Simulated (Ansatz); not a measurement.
`C=CC(C)(F)Cl` + `C[NH][GeH]([OH])[Cl]` → `C[NH][GeH]([Cl])[O]C` + `C=CC(F)Cl`  (substitution at a C–C bond)

Gas-phase electronic energies from Ansatz, PBE0-D4/def2-TZVP geometries. CBS: MP2 limit from def2 TZ/QZ plus the TZ coupled-cluster correction, frozen cores. DFT in def2-TZVPP. B3LYP here is the variant with VWN-RPA as its local correlation; programs differ in this. For Ge outer-core shells are correlated without core-valence functions, which leaves a few kJ/mol of doubt a bond. Scalar relativity is left out up to krypton. One conformer a species, not always the lowest.

`C=CC(C)(F)Cl`:

```xyz
12

C     1.880    0.681    0.049
C     0.716    0.424   -0.523
C    -0.234   -0.621   -0.041
C    -1.588   -0.081    0.345
F     0.291   -1.290    1.025
Cl   -0.442   -1.830   -1.368
H     2.526    1.460   -0.336
H     2.223    0.121    0.911
H     0.374    0.979   -1.390
H    -2.041    0.442   -0.497
H    -1.464    0.617    1.175
H    -2.240   -0.900    0.649
```

`C[NH][GeH]([OH])[Cl]`:

Z-matrix (Å, degrees):
```
C
N 1 1.454
H 1 1.093 2 110.1
H 1 1.096 2 113.7 3 -121.9
H 1 1.092 2 109.5 3 117.8
Ge 2 1.812 1 120.1 3 -161.2
H 2 1.010 1 112.6 3 60.4
Cl 6 2.152 2 113.6 1 -49.3
O 6 1.767 2 107.9 1 63.5
H 6 1.532 2 110.1 1 -171.5
H 9 0.961 6 110.8 2 40.6
```

`C[NH][GeH]([Cl])[O]C`:

Z-matrix (Å, degrees):
```
C
N 1 1.450
H 1 1.093 2 110.0
H 1 1.091 2 109.4 3 117.4
H 1 1.098 2 114.2 3 -121.6
Ge 2 1.814 1 122.9 3 -160.2
H 2 1.010 1 113.1 3 58.4
O 6 1.759 2 107.5 1 165.6
Cl 6 2.156 2 105.2 1 47.4
H 6 1.532 2 120.1 1 -74.2
C 8 1.414 6 119.9 2 -57.6
H 11 1.095 8 111.2 6 -72.4
H 11 1.092 8 107.6 6 168.8
H 11 1.095 8 112.0 6 49.3
```

`C=CC(F)Cl`:

```xyz
9

C     0.778    0.264   -1.157
C     0.031   -0.469   -0.348
C    -0.647    0.071    0.858
F    -0.415    1.397    1.021
Cl   -0.077   -0.796    2.317
H     0.942    1.319   -0.974
H     1.249   -0.175   -2.028
H    -0.134   -1.526   -0.525
H    -1.728   -0.085    0.836
```

Q: Is it downhill or uphill in electronic energy at CCSD(T)/CBS, and by how much? (An estimate is asked.)

A: Ansatz gave: Uphill: ΔE = +19.4 kcal/mol.

Q: What do these levels give: r2SCAN-D4, PBE, r2SCAN, B3LYP, SCS-MP2/def2-TZVPP, CCSD(T)/def2-TZVPP? (Best estimate.)

A: The calculation gave: r2SCAN-D4 19.0, PBE 17.5, r2SCAN 18.9, B3LYP 16.3, SCS-MP2/def2-TZVPP 18.7, CCSD(T)/def2-TZVPP 18.6 kcal/mol.

Largest T1 diagnostic among the species: 0.011.

In def2-TZVPP, CCSD(T) changes the Hartree–Fock value by +2.9 kcal/mol (the triples alone add +0.4 kcal/mol) and MP2 by +4.5 kcal/mol.
